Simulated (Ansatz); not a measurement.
C3H3N, SMILES `[C-]#[N+][C]C` (near-degenerate triplet) (charge 0, multiplicity 3). This triplet lies within 0.05 eV of the relaxed singlet at the level B3LYP/cc-pVTZ // B3LYP-D3(BJ)/def2-TZVP (Ansatz, a program for electronic structure).

Cartesian coordinates (Å):
SMILES: [C-]#[N+][C]C
```xyz
7

C      2.7709    -0.1442    -0.2699
N      1.5871    -0.1943    -0.0571
C      0.3586    -0.3037     0.2706
C     -0.9251     0.0898    -0.3219
H     -0.9681     1.1748    -0.4710
H     -1.7506    -0.1967     0.3288
H     -1.0715    -0.3966    -1.2932
```
Charge 0, spin multiplicity 3.

Q: Give the natural occupations of the active orbitals, the CASSCF energy and the corrected energy for Ansatz with frozen-core fic-MRCISD+Q@CASSCF(6e,6o)/cc-pVTZ // B3LYP-D3(BJ)/def2-TZVP.

A: 
```yaml
natural_occupations: 1.95, 1.94, 1.00, 1.00, 0.06, 0.05
CASSCF energy: -169.7933 Ha
corrected_energy: -170.3766 Ha
weight_of_the_reference: 0.875
```
